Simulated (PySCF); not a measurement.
## C5H10, SMILES `CC1(C)CC1` (charge 0, multiplicity 1)

Computed with PBE0-D3(BJ)/def2-TZVP in PySCF.

The HOMO is -7.60 eV. The dipole moment comes out as 0.027 e·Å, the HOMO–LUMO gap comes out as 8.89 eV and the LUMO is 1.29 eV. The total energy is -5343.29 eV and the cost is about 90 core-seconds (a rough figure).

```xyz
15

C      1.5449    -0.0257    -0.1105
C      0.0477     0.0592     0.0199
C     -0.4630     1.3675     0.5614
C     -0.7850    -0.6455    -1.0074
C     -0.6940    -1.1888     0.3911
H      2.0313     0.1097     0.8604
H      1.9242     0.7487    -0.7844
H      1.8541    -0.9955    -0.5074
H     -0.0613     1.5617     1.5607
H     -0.1684     2.2007    -0.0842
H     -1.5531     1.3687     0.6328
H     -0.2741    -1.1858    -1.7956
H     -1.7170    -0.1846    -1.3127
H     -0.1216    -2.0957     0.5466
H     -1.5646    -1.0945     1.0295
```
Charge 0, spin multiplicity 1.
